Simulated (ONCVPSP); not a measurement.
# What the settings do to the ONCV potential of phosphorus

Base potential:

- Element: phosphorus
- Generator: ONCVPSP 4.0.1
- Type: optimised norm-conserving Vanderbilt (ONCV)
- Functional: PW91
- Relativity: scalar-relativistic
- Frozen core: [Ne]
- Valence charge: 5
- Reference configuration: 3s1.5 3p3.5
- Partial waves: 3s: rc 1.60 bohr, ncon 4, nbas 7, qcut 5.1 1/bohr, 2 projectors, debl 2.2 Ha; 3p: rc 1.85 bohr, ncon 4, nbas 7, qcut 3.9 1/bohr, 2 projectors, debl 0.8 Ha; d scattering state at 0.4 Ha: rc 1.95 bohr, ncon 4, nbas 8, qcut 5.1 1/bohr, 2 projectors, debl 0.8 Ha
- Local potential: polynomial inside 1.45 bohr (lpopt 5, dvloc0 0 Ha)
- Core correction: Teter function, fcfact 3.25, rcfact 1.5

Cutoffs, loose and tight: the cutoffs (Ha) at which the residual kinetic energy of the hardest occupied pseudo-wave falls to 1 and 0.1 mHa per electron. They do not see the model core or the augmentation charge, which bear on the density cutoff. Test errors are all-electron minus pseudo excitation energies from the reference, over the configurations 3s2 3p3; 3s2 3p2; 3s2 3p1; 3s1 3p0. A dash means not determined; rows that change the core or the reference have their own tests.

| change | outcome | cutoff, loose | cutoff, tight | bound ghosts | GHOST(+) flags above zero | largest test error (meV) |
| --- | --- | --- | --- | --- | --- | --- |
| base | generated | 11 Ha | 16 Ha | none | s | +5.9 |
| d: qcut 5.6 | generated | 11 Ha | 16 Ha | none | s | +5.9 |
| d: rc 1.82 | generated | 11 Ha | 16 Ha | none | s | +5.9 |
| local potential polynomial inside 1.45 bohr (lpopt 5, dvloc0 1 Ha) | generated | 11 Ha | 16 Ha | none | s | +5.9 |

(1) What comes out with this change to the base: s: qcut 4.4; p: qcut 3.4; d: qcut 4.4?

(2) What comes out with this change to the base: all radii but the core radius scaled by about 0.77 (s 1.22, p 1.42, d 1.50 bohr); local potential polynomial inside 1.10 bohr (lpopt 5, dvloc0 0 Ha)?

## Answers

(1) outcome: generated; cutoff, loose: 10 Ha; cutoff, tight: 37 Ha; bound ghosts: none; GHOST(+) flags above zero: none; largest test error (meV): +6.6.

(2) outcome: failed: optimize: ERROR ps0norm > uunorm, code will stop. Cause: the continuity conditions at rc already need more norm inside rc than the all-electron wave has, so norm conservation cannot be met.
